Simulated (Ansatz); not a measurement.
Ansatz (a first-principles code) input (CCSD(T)/aug-cc-pV(D+d)Z):
A basis named .json is the Basis Set Exchange file of that set.

Ansatz 0.2 input:
```yaml
crystal:
  periodic: [false, false, false]
  atoms:
    - {symbol: Si, position_ang: [-0.09098355, 0.53683524, -0.85543073]}
    - {symbol: N, position_ang: [-1.51337229, 0.71583745, 0.01395871]}
    - {symbol: Si, position_ang: [-2.70584079, -0.53767568, 0.42245414]}
    - {symbol: O, position_ang: [1.18614990, 0.15523174, 0.39774163]}
    - {symbol: Si, position_ang: [2.86700450, -0.37446457, 0.17485949]}
    - {symbol: H, position_ang: [-0.00004396, -0.67238036, -1.67567088]}
    - {symbol: H, position_ang: [0.43822000, 1.76942092, -1.44526822]}
    - {symbol: H, position_ang: [-1.78842702, 1.66748469, 0.23113026]}
    - {symbol: H, position_ang: [-3.96411513, -0.27910852, -0.29726051]}
    - {symbol: H, position_ang: [-2.06369386, -1.79313503, -0.01674084]}
    - {symbol: H, position_ang: [-2.91339252, -0.52994636, 1.88252472]}
    - {symbol: H, position_ang: [3.66048266, 0.58276468, 0.95348967]}
    - {symbol: H, position_ang: [2.99381816, -0.24777961, -1.28142789]}
    - {symbol: H, position_ang: [2.90491365, -1.75168366, 0.67887838]}
    - {symbol: H, position_ang: [0.85412251, 0.25591723, 1.30434045]}
basis:
  gaussian:
    orbitals: aug-cc-pV_D+d_Z.json
total_charge: 1
magnetization: {spin_polarized: false}
correlation: {method: ccsd_t, electrons: outside_noble_gas}
output: {forces: true}
```

Output:

```
Functional definition: HF
integrals: 1.56 GiB planned
2323 factors; integrals over basis functions are off by at most 9.5e-4 eV
1.33 GiB of device memory are held for the factors and their scratch space
mean field: 1.68 GiB planned
mean field evaluation 1: about -27253.1966 eV, gradient 6.1e1 eV
mean field evaluation 2: about -27253.3378 eV, gradient 6.1e1 eV
mean field evaluation 4: about -27261.4197 eV, gradient 4.2e0 eV
mean field evaluation 8: about -27261.5003 eV, gradient 1.4e-1 eV
mean field evaluation 16: about -27258.3788 eV, gradient 3.8e1 eV
mean field -27261.50043138 eV, -1001.8416623447 hartree, gradient 2.0e-6 eV, S^2 0.000000; 0 other end points of the search recorded, 0 dependent functions left out
17 core orbitals not correlated
reference -27261.50043138 eV, -1001.8416623447 hartree; 16, 16 occupied and 199, 199 virtual orbitals, 2323 factors
densities: 10.60 GiB planned
second order -18.83214366 eV of doubles, -0.00000000 eV of singles
coupled cluster: 8.03 GiB planned
cycle   1  -20.08660055 eV  change    -1.3e0 eV  update   1.1e-1
cycle   2  -20.74309066 eV  change   -6.6e-1 eV  update   3.2e-2
cycle   3  -20.86123155 eV  change   -1.2e-1 eV  update   1.5e-2
cycle   4  -20.85274901 eV  change    8.5e-3 eV  update   3.8e-3
cycle   5  -20.85224083 eV  change    5.1e-4 eV  update   1.7e-3
cycle   6  -20.85273939 eV  change   -5.0e-4 eV  update   5.6e-4
cycle   7  -20.85254439 eV  change    1.9e-4 eV  update   2.6e-4
cycle   8  -20.85250197 eV  change    4.2e-5 eV  update   8.7e-5
cycle   9  -20.85253054 eV  change   -2.9e-5 eV  update   3.0e-5
cycle  10  -20.85253236 eV  change   -1.8e-6 eV  update   9.2e-6
perturbative correction -0.58307477 eV, -0.0214276026 hartree
the calculation of the forces begins
1.33 GiB of device memory are held for the factors and their scratch space
Total energy: -27282.93603852 eV, -1002.6294063773 hartree
Atom 0 at    -0.090984     0.536835    -0.855431 Å, force     0.187069     0.037728    -0.576645 eV/Å
Atom 1 at    -1.513372     0.715837     0.013959 Å, force    -0.099579     0.157492     0.153829 eV/Å
Atom 2 at    -2.705841    -0.537676     0.422454 Å, force    -0.370575    -0.346790     0.126475 eV/Å
Atom 3 at     1.186150     0.155232     0.397742 Å, force    -0.243651     0.085934     0.332011 eV/Å
Atom 4 at     2.867005    -0.374465     0.174859 Å, force     0.558562    -0.178648    -0.047690 eV/Å
Atom 5 at    -0.000044    -0.672380    -1.675671 Å, force     0.011331    -0.138322    -0.089286 eV/Å
Atom 6 at     0.438220     1.769421    -1.445268 Å, force     0.059612     0.117657    -0.058386 eV/Å
Atom 7 at    -1.788427     1.667485     0.231130 Å, force    -0.088274     0.376091     0.078300 eV/Å
Atom 8 at    -3.964115    -0.279109    -0.297261 Å, force    -0.108745     0.021294    -0.066330 eV/Å
Atom 9 at    -2.063694    -1.793135    -0.016741 Å, force     0.076653    -0.125038    -0.050517 eV/Å
Atom 10 at    -2.913393    -0.529946     1.882525 Å, force    -0.017557    -0.001544     0.128818 eV/Å
Atom 11 at     3.660483     0.582765     0.953490 Å, force     0.066306     0.075292     0.062534 eV/Å
Atom 12 at     2.993818    -0.247780    -1.281428 Å, force     0.002761     0.016560    -0.144474 eV/Å
Atom 13 at     2.904914    -1.751684     0.678878 Å, force     0.005512    -0.113443     0.039390 eV/Å
Atom 14 at     0.854123     0.255917     1.304340 Å, force    -0.039425     0.015738     0.111973 eV/Å
Dipole moment:     0.664349     0.186615     0.192183 e Å
```

It need not be the lowest isomer of its formula.
